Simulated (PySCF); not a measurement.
## MRb for M along the fourth-period p block

PBE0 with double-zeta basis sets in PySCF, for the lowest determinant that a PBE0 search found; no spin–orbit coupling. De refers to high-spin ground-configuration atoms. A positive dipole means M(−)Rb(+).

```csv
M,basis,state (unpaired electrons),Re (Å),ωe (cm⁻¹),De (eV),μ (D)
Ge,def2-SVP,"quartet (σ ↑, π ↑↑)",3.254,123,1.46,10.15
As,def2-SVP,triplet (π ↑↑),3.285,132,1.14,8.93
Br,def2-SVP,singlet (closed shell),2.990,173,3.83,10.99
```

The shortest bond is that of RbBr (2.990 Å), the longest that of RbAs (3.285 Å). RbBr is bound most strongly (3.83 eV) and RbAs least (1.14 eV).

The state changes along the series, so neighbouring rows are not always alike in their bonding.

Spin–orbit coupling is left out. States were picked by a PBE0 search and need not be the measured ground states.
